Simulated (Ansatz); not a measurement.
Computed with Ansatz on PBE0-D4/def2-TZVP structures; ΔE is electronic, products minus reactants. CBS: MP2 limit from def2 TZ/QZ plus the TZ coupled-cluster correction, frozen cores. This one scheme is used for every species. DFT in def2-TZVPP. One conformer a species, not always the lowest.

Consider the formal exchange of groups at a C–Al bond: `[F][Al]([F])[CH]1CC1` + CH₄ → `CC1CC1` + `[F][AlH][F]`.

`[F][Al]([F])[CH]1CC1`:

```xyz
11

F     1.556    2.199    0.234
Al    1.717    0.571    0.410
F     3.199    0.015    0.853
C     0.217   -0.562    0.100
C    -0.809   -0.208   -0.966
C    -1.187   -0.102    0.463
H     0.375   -1.630    0.222
H    -0.678    0.708   -1.529
H    -1.217   -1.029   -1.543
H    -1.855   -0.850    0.871
H    -1.317    0.888    0.885
```

CH₄:

Z-matrix (Å, degrees):
```
C
H 1 1.090
H 1 1.090 2 109.5
H 1 1.090 2 109.5 3 -120.0
H 1 1.090 2 109.5 3 120.0
```

`CC1CC1`:

Z-matrix (Å, degrees):
```
C
C 1 1.501
H 1 1.094 2 111.4
H 1 1.094 2 111.4 3 120.6
H 1 1.094 2 110.7 3 -119.7
C 2 1.497 1 120.0 3 155.1
C 2 1.497 1 120.1 3 84.3
H 2 1.086 1 114.8 3 -60.3
H 6 1.084 2 117.4 1 -1.8
H 6 1.083 2 118.7 1 142.6
H 7 1.083 2 118.7 1 -142.6
H 7 1.084 2 117.4 1 1.8
```

`[F][AlH][F]`:

Cartesian coordinates in Å:
```
F -0.130 0.468 1.548
Al -0.010 -0.030 -0.009
F 0.624 1.014 -1.102
H -0.484 -1.452 -0.437
```

| level | ΔE (kJ/mol) |
| --- | --- |
| PBE | 51.2 |
| PBE0 | 49.2 |
| SCS-MP2/def2-TZVPP | 47.7 |
| CCSD(T)/def2-TZVPP | 48.8 |

(1) What does CCSD(T)/CBS give? (Estimate.)

Largest T1 diagnostic among the species: 0.013.

Answers

(1) Ansatz gave: +49.7 kJ/mol. The listed levels differ from it by 1.5, -0.5, -2.0, -0.9 kJ/mol.

In def2-TZVPP, CCSD(T) changes the Hartree–Fock value by +7.5 kJ/mol (the triples alone add +1.5 kJ/mol) and MP2 by +9.3 kJ/mol.
